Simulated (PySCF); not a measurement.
LiGa⁺: input and log

State: ²Σ⁺ (doublet), unpaired electrons σ ↑.

An equivalent input (the run itself took its basis sets from the Basis Set Exchange, started from a PBE0 density and held the occupation σ 9α 8β, πx 3α 3β, πy 3α 3β, δx 1α 1β, δy 1α 1β):

```python
from pyscf import gto, dft
mol = gto.M(atom='Li 0 0 0; Ga 0 0 3.042', basis={'Li': 'aug-pcseg-1', 'Ga': 'aug-pcseg-1'},
            charge=1, spin=1, verbose=4, symmetry='C2v')
mf = dft.UKS(mol, xc='WB97X')
mf.grids.atom_grid = (80, 434)
mf.grids.prune = dft.gen_grid.treutler_prune
mf.irrep_nelec = {'A1': (10, 9), 'A2': (1, 1), 'B1': (3, 3), 'B2': (3, 3)}
mf.conv_tol = 1e-9
mf.max_cycle = 60
mf.diis_space = 10
mf.kernel()
```

The log (some set-up lines and the per-cycle HOMO/LUMO lines removed):

```
******** <class 'pyscf.dft.uks_symm.SymAdaptedUKS'> ********
method = SymAdaptedUKS
damping factor = 0
level_shift factor = 0
DIIS = <class 'pyscf.scf.diis.CDIIS'>
diis_start_cycle = 1
diis_space = 10
diis_damp = 0
SCF conv_tol = 1e-09
SCF conv_tol_grad = None
SCF max_cycles = 60
number electrons alpha = 17  beta = 16
    J.-D. Chai and M. Head-Gordon.,  J. Chem. Phys. 128, 084106 (2008)
Set gradient conv threshold to 3.16228e-05
init E= -1931.95576388907
cycle= 1 E= -1931.95651235011  delta_E= -0.000748  |g|= 0.00699  |ddm|= 0.107
cycle= 2 E= -1931.95661868893  delta_E= -0.000106  |g|= 0.00296  |ddm|= 0.0373
cycle= 3 E= -1931.95664630982  delta_E= -2.76e-05  |g|= 0.0015  |ddm|= 0.0196
cycle= 4 E= -1931.95665909721  delta_E= -1.28e-05  |g|= 0.000459  |ddm|= 0.0185
cycle= 5 E= -1931.95666044991  delta_E= -1.35e-06  |g|= 8.34e-05  |ddm|= 0.00645
cycle= 6 E= -1931.95666048632  delta_E= -3.64e-08  |g|= 1.96e-05  |ddm|= 0.000738
cycle= 7 E= -1931.95666048798  delta_E= -1.66e-09  |g|= 3.74e-06  |ddm|= 0.000155
cycle= 8 E= -1931.95666048803  delta_E= -4.5e-11  |g|= 9.14e-07  |ddm|= 2.51e-05
Extra cycle  E= -1931.95666048803  delta_E= -2.27e-13  |g|= 4.27e-07  |ddm|= 6.42e-06
converged SCF energy = -1931.95666048803  <S^2> = 0.75270593  2S+1 = 2.0027041
```

Repeating this along the bond gives Re = 2.992 Å and ωe = 223 cm⁻¹.

A point of this curve took 0.47 CPU seconds beside 0.15 for the integrals, on Intel Xeon 6975P-C (shared host).

Spin–orbit coupling is left out. The state was picked by a PBE0 search and need not be the measured ground state.
